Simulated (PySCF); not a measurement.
# Computed records: C3H8B, CH5BFO, CH5BF, CH4AlBCl and others

Calculation on a computer-drawn molecule: optimised geometry and harmonic frequencies of an isolated molecule of the commonest isotopes, restricted reference for singlets and unrestricted otherwise, frozen core in MP2. Program: PySCF 2.14.0.

Common to all runs: method HF.

(1) C3H8B

Start structure:
```xyz
12
C3H8B
C     -0.1050    -1.0097    -0.3037
B     -1.3285    -1.0569    -1.2914
C     -2.4839    -1.0709    -2.1613
C     -2.8930     0.3025    -2.7604
H      0.1019    -1.9983     0.0647
H     -0.2606    -0.3754     0.5273
H      0.7943    -0.7919    -0.8777
H     -3.3445    -1.4792    -1.5715
H     -2.3196    -1.7145    -2.8989
H     -3.1267     1.0616    -1.9234
H     -3.7908     0.2069    -3.3609
H     -2.0630     0.7026    -3.3288
```

* charge: 1
* multiplicity: 1
* basis: cc-pVDZ
* rotational constants: 23.46, 3.531, 3.257 GHz
* total energy: -142.6954 hartree
* convergence status largest gradient component: 1.783e-05 hartree/bohr

Drawn bonds:
```
atom  other atom  order
   1           2      1
   2           3      1
   3           4      1
   1           5      1
   1           6      1
   1           7      1
   3           8      1
   3           9      1
   4          10      1
   4          11      1
   4          12      1
```

Optimised structure:
```xyz
12
C3H8B
C     -0.1061    -1.0488    -0.3319
B     -1.3028    -1.0401    -1.2339
C     -2.5004    -1.0465    -2.1340
C     -2.8888     0.3327    -2.7336
H      0.0537    -2.0581     0.0645
H     -0.2634    -0.3571     0.5034
H      0.7841    -0.7391    -0.8911
H     -3.3248    -1.4720    -1.5431
H     -2.2844    -1.7797    -2.9249
H     -3.1339     1.0497    -1.9511
H     -3.7665     0.1987    -3.3617
H     -2.0860     0.7371    -3.3486
```

Modes:
```
frequency (cm⁻¹)  reduced mass (dalton)
           38.31                  1.075
           138.2                  2.643
           172.6                  1.186
           311.4                  1.606
           432.2                  2.351
           655.2                   1.26
           705.4                  2.759
           877.4                  1.375
           878.9                  1.739
           998.4                  2.373
            1063                   1.38
            1085                  1.535
            1274                  1.611
            1320                   1.24
            1402                  1.396
            1476                  1.224
            1485                  1.053
            1486                  1.044
            1513                  1.505
            1535                    1.6
            1597                  1.087
            1601                  1.037
            3138                  1.058
            3151                  1.037
            3182                  1.096
            3212                  1.035
            3245                  1.099
            3246                  1.099
            3303                  1.107
            3316                  1.106
```

(2) CH5BFO

Start structure:
```xyz
9
CH5BFO
C      0.4702     0.0577     1.9925
B      1.2874     0.9953     0.9858
O      2.6590     0.7145     1.0807
F      0.8454     0.5828    -0.4438
H      0.5952    -0.9213     1.9145
H      0.6885     0.3419     3.0293
H     -0.6882     0.2381     1.9447
H      1.0061     2.2194     1.0462
H      3.0199     1.0372     0.2536
```

- charge: -1
- multiplicity: 1
- basis: aug-cc-pVDZ
- rotational constants: 8.444, 7.639, 4.494 GHz
- total energy: -239.8990 hartree
- convergence status largest gradient component: 1.727e-05 hartree/bohr

Drawn bonds:
```
atom  other atom  order
   1           2      1
   2           3      1
   2           4      1
   1           5      1
   1           6      1
   1           7      1
   2           8      1
   3           9      1
```

Optimised structure:
```xyz
9
CH5BFO
C      0.4135     0.0936     2.0283
B      1.2338     0.9524     0.9098
O      2.6737     0.6467     1.0061
F      0.7641     0.5765    -0.4376
H      0.5887    -0.9844     1.9061
H      0.7188     0.3629     3.0483
H     -0.6687     0.2636     1.9535
H      1.0243     2.1912     1.0190
H      3.1352     1.1631     0.3700
```

Modes:
```
frequency (cm⁻¹)  reduced mass (dalton)
           204.1                   1.07
           257.5                  1.175
           314.7                  2.652
           387.3                   2.63
           503.9                  4.105
           730.3                  2.452
           805.8                  2.442
           907.4                  1.769
           952.1                  1.751
           991.9                  2.015
            1124                  1.442
            1187                  1.364
            1269                  1.486
            1384                    1.4
            1554                  1.053
            1555                  1.054
            2183                  1.069
            3091                  1.036
            3137                  1.099
            3140                  1.099
            4197                  1.066
```

(3) CH5BF

Start structure:
```xyz
8
CH5BF
C     -0.4639    -0.2523     0.6810
B      0.3571     1.1922     0.3675
F     -0.0924     1.7336    -0.8290
H     -1.4956    -0.0650     0.6852
H     -0.2453    -0.9491    -0.1512
H     -0.1400    -0.7215     1.6262
H      1.5750     0.9647     0.3545
H      0.1016     1.9590     1.3229
```

- charge: -1
- multiplicity: 1
- basis: aug-cc-pVDZ
- rotational constants: 31.88, 8.182, 7.193 GHz
- total energy: -164.9643 hartree
- convergence status largest gradient component: 2.604e-05 hartree/bohr

Drawn bonds:
```
atom  other atom  order
   1           2      1
   2           3      1
   1           4      1
   1           5      1
   1           6      1
   2           7      1
   2           8      1
```

Optimised structure:
```xyz
8
CH5BF
C     -0.4459    -0.2433     0.6597
B      0.3559     1.1683     0.4127
F     -0.0859     1.7607    -0.8674
H     -1.5349    -0.0962     0.7057
H     -0.2527    -0.9726    -0.1406
H     -0.1438    -0.7155     1.6062
H      1.5922     0.9740     0.3506
H      0.1116     1.9862     1.3301
```

Modes:
```
frequency (cm⁻¹)  reduced mass (dalton)
           240.8                  1.114
             345                  2.764
           658.7                  1.074
           749.4                  2.447
           868.6                  3.264
           962.8                  1.893
            1025                  1.233
            1106                  1.388
            1231                   1.33
            1271                  1.132
            1371                  1.309
            1550                  1.053
            1560                  1.055
            2204                  1.103
            2272                  1.046
            3075                  1.035
            3115                  1.099
            3116                  1.098
```

(4) CH4AlBCl

Start structure:
```xyz
8
CH4AlBCl
C      1.4534    -2.8222     0.7665
B      1.7254    -1.3107     1.0328
Al     0.2955     0.1294     0.9822
Cl    -1.0710     1.5546     0.9424
H      1.9810    -3.5186     1.4141
H      0.4014    -3.1303     0.7285
H      1.8178    -3.0705    -0.2081
H      2.8283    -1.0402     1.2680
```

* charge: 1
* multiplicity: 1
* basis: cc-pV(D+d)Z
* rotational constants: 29.63, 1.4, 1.347 GHz
* total energy: -766.1036 hartree
* convergence status largest gradient component: 3.408e-05 hartree/bohr

Drawn bonds:
```
atom  other atom  order
   1           2      1
   2           3      1
   3           4      1
   1           5      1
   1           6      1
   1           7      1
   2           8      1
```

Optimised structure:
```xyz
8
CH4AlBCl
C      1.4424    -2.8897     0.7606
B      1.7920    -1.4194     1.0942
Al     0.2596     0.1827     0.9670
Cl    -1.1249     1.6647     0.8607
H      2.0798    -3.5803     1.3176
H      0.3989    -3.1864     0.8527
H      1.7241    -3.0048    -0.3008
H      2.8600    -0.9753     1.3745
```

Modes:
```
frequency (cm⁻¹)  reduced mass (dalton)
           78.09                  3.835
           92.04                  1.516
           131.4                   3.33
           255.8                  4.854
           385.6                  4.252
           571.9                  1.136
           679.7                  16.29
           870.6                  1.673
           873.2                  1.148
            1080                  2.638
            1120                  1.419
            1426                  1.258
            1508                  1.047
            1557                  1.085
            2797                  1.095
            3113                  1.056
            3230                  1.075
            3294                  1.104
```

(5) CH6AlBN

Start structure:
```xyz
10
CH6AlBN
C     -0.7346    -1.6315    -1.1313
B      0.2582    -1.6916     0.1187
Al    -0.2184    -1.0675     2.0145
N     -0.6563    -0.6313     3.6541
H     -0.3514    -1.1897    -1.9598
H     -1.7106    -1.0676    -0.9214
H     -1.0229    -2.6670    -1.3717
H      1.4640    -2.1484    -0.0759
H     -0.0404    -0.6976     4.4757
H     -1.5467    -0.2605     4.0165
```

* charge: 1
* multiplicity: 1
* basis: cc-pV(D+d)Z
* rotational constants: 29.97, 2.101, 1.987 GHz
* total energy: -362.1943 hartree
* convergence status largest gradient component: 1.891e-05 hartree/bohr

Drawn bonds:
```
atom  other atom  order
   1           2      1
   2           3      1
   3           4      1
   1           5      1
   1           6      1
   1           7      1
   2           8      1
   4           9      1
   4          10      1
```

Optimised structure:
```xyz
10
CH6AlBN
C     -0.7538    -1.6099    -1.1362
B      0.2735    -1.6399     0.0276
Al    -0.2610    -1.0878     2.0854
N     -0.6491    -0.6584     3.7063
H     -0.2676    -1.3879    -2.0889
H     -1.6310    -0.9772    -1.0099
H     -1.1093    -2.6518    -1.2156
H      1.4008    -2.0162    -0.0670
H     -0.0182    -0.7001     4.4906
H     -1.5434    -0.3235     4.0271
```

Modes:
```
frequency (cm⁻¹)  reduced mass (dalton)
           69.93                  1.054
           89.06                  1.659
           99.47                   1.86
           148.1                  3.692
           269.4                  3.708
           434.5                  4.019
           547.1                  1.231
           585.8                  1.129
           658.4                  1.246
           861.8                    1.7
           875.8                  1.163
           952.2                  6.438
            1079                  2.657
            1138                  1.439
            1427                  1.256
            1514                  1.049
            1562                  1.084
            1652                  1.102
            2776                  1.094
            3115                  1.056
            3230                  1.075
            3290                  1.104
            3734                  1.053
            3810                  1.093
```

(6) CH5AlBO

Start structure:
```xyz
9
CH5AlBO
C     -0.7316    -0.6063    -1.7382
B      0.7486    -0.6681    -1.7479
Al     2.0043     1.0170    -1.5133
O      2.9181     2.2918    -1.3780
H     -1.1002    -0.8622    -0.7308
H     -1.2071     0.3781    -1.8671
H     -1.2453    -1.2844    -2.4234
H      1.3691    -1.7007    -1.7834
H      3.4611     3.0299    -1.3320
```

* charge: 1
* multiplicity: 1
* basis: cc-pV(D+d)Z
* rotational constants: 31.83, 2.148, 2.037 GHz
* total energy: -382.0430 hartree
* convergence status largest gradient component: 3.173e-05 hartree/bohr

Drawn bonds:
```
atom  other atom  order
   1           2      1
   2           3      1
   3           4      1
   1           5      1
   1           6      1
   1           7      1
   2           8      1
   4           9      1
```

Optimised structure:
```xyz
9
CH5AlBO
C     -0.8126    -0.6036    -1.7333
B      0.7312    -0.7222    -1.7712
Al     2.0245     1.0567    -1.5310
O      2.9729     2.3403    -1.3605
H     -1.0788    -0.8177    -0.6835
H     -1.2421     0.3648    -1.9844
H     -1.2832    -1.3890    -2.3292
H      1.3693    -1.7230    -1.8592
H      3.5357     3.0889    -1.2618
```

Modes:
```
frequency (cm⁻¹)  reduced mass (dalton)
           89.99                   1.62
           102.4                  2.293
           146.7                  4.107
             273                  4.539
           365.3                  1.137
           372.9                  1.137
           424.8                  4.148
           573.7                  1.132
           871.6                  1.674
           874.6                  1.146
            1067                  5.436
            1085                  2.904
            1128                  1.545
            1427                  1.261
            1510                  1.047
            1559                  1.085
            2795                  1.095
            3114                  1.056
            3231                  1.075
            3293                  1.104
            4244                  1.073
```

(7) C2H7AlB

Start structure:
```xyz
11
C2H7AlB
C     -1.3190     1.1683    -0.9937
B     -0.6210    -0.1404    -0.2434
Al     1.1509     0.1743     0.6832
C      2.8844     0.4952     1.5949
H     -1.9788     0.7843    -1.8190
H     -0.6577     1.9880    -1.3939
H     -2.0008     1.5950    -0.2853
H     -1.2415    -1.0165     0.0547
H      3.6113     0.9698     0.8751
H      3.3381    -0.4356     1.9398
H      2.8908     1.1278     2.4514
```

* charge: 0
* multiplicity: 2
* basis: cc-pV(D+d)Z
* rotational constants: 15.47, 2.21, 2.115 GHz
* total energy: -346.3686 hartree
* spin squared: 0.7992
* convergence status largest gradient component: 3.277e-05 hartree/bohr

Drawn bonds:
```
atom  other atom  order
   1           2      1
   2           3      1
   3           4      1
   1           5      1
   1           6      1
   1           7      1
   2           8      1
   4           9      1
   4          10      1
   4          11      1
```

Optimised structure:
```xyz
11
C2H7AlB
C     -1.2260     1.1000    -1.0245
B     -0.5990     0.1730     0.0983
Al     0.8384     0.7451     1.5929
C      2.8017     0.4761     1.5096
H     -1.2152     0.5724    -1.9863
H     -0.7576     2.0767    -1.1616
H     -2.2865     1.2639    -0.7904
H     -1.0872    -0.9302     0.2022
H      3.2206     0.9718     0.6246
H      3.0343    -0.5921     1.4114
H      3.3331     0.8534     2.3875
```

Modes:
```
frequency (cm⁻¹)  reduced mass (dalton)
           58.56                  1.108
           66.29                   1.19
           79.47                  1.962
           139.3                  2.666
           209.7                  3.626
           457.8                   4.17
           589.1                  1.186
           625.6                  2.479
           669.7                  1.503
           707.9                  1.203
           822.1                  1.124
           854.7                  1.704
            1034                  3.162
            1162                  1.444
            1318                  1.223
            1421                  1.265
            1535                  1.055
            1546                  1.058
            1549                  1.066
            1565                  1.056
            2614                  1.088
            3135                  1.037
            3141                  1.041
            3197                  1.094
            3202                  1.098
            3237                  1.099
            3238                    1.1
```

(8) C2H7AlB

Start structure:
```xyz
11
C2H7AlB
C     -2.2565     0.5206    -1.0967
B     -0.9393     0.3172    -0.1173
C      0.2048     1.4039    -0.0785
Al    -0.2926    -1.5918    -0.1854
H     -1.8580     0.6349    -2.1183
H     -2.7074     1.4645    -0.8182
H     -2.9338    -0.2975    -1.0328
H      0.6719     1.5730    -1.0735
H     -0.1945     2.3542     0.1546
H      0.9891     1.1766     0.6001
H      0.2615    -3.0681     0.0450
```

- charge: 0
- multiplicity: 2
- basis: cc-pV(D+d)Z
- rotational constants: 7.501, 3.408, 2.451 GHz
- total energy: -346.3730 hartree
- spin squared: 0.7823
- convergence status largest gradient component: 2.854e-05 hartree/bohr

Drawn bonds:
```
atom  other atom  order
   1           2      1
   2           3      1
   2           4      1
   1           5      1
   1           6      1
   1           7      1
   3           8      1
   3           9      1
   3          10      1
   4          11      1
```

Optimised structure:
```xyz
11
C2H7AlB
C     -2.1806     0.5303    -1.0893
B     -0.7154     0.1818    -0.5817
C      0.2561     1.3949    -0.2494
Al    -0.0144    -1.8701    -0.4619
H     -2.2144     1.4581    -1.6715
H     -2.7770     0.7151    -0.1825
H     -2.6947    -0.2536    -1.6501
H      0.7314     1.6748    -1.2022
H     -0.2826     2.2831     0.0986
H      1.0664     1.1784     0.4512
H     -0.2295    -2.8053     0.8179
```

Modes:
```
frequency (cm⁻¹)  reduced mass (dalton)
           92.73                  1.044
           136.9                  1.092
           140.2                  1.742
           226.3                  1.508
           284.5                  2.159
           287.7                  2.129
             459                   3.54
           494.3                  1.208
           729.9                  1.275
           870.2                  2.166
             887                  1.826
           899.8                  1.315
            1128                  2.143
            1130                  2.953
            1426                  1.252
            1429                  1.342
            1537                  1.049
            1538                  1.048
            1573                  1.069
            1574                  1.063
            1900                  1.045
            3127                  1.046
            3129                  1.046
            3192                  1.088
            3196                  1.089
            3232                  1.102
            3236                    1.1
```
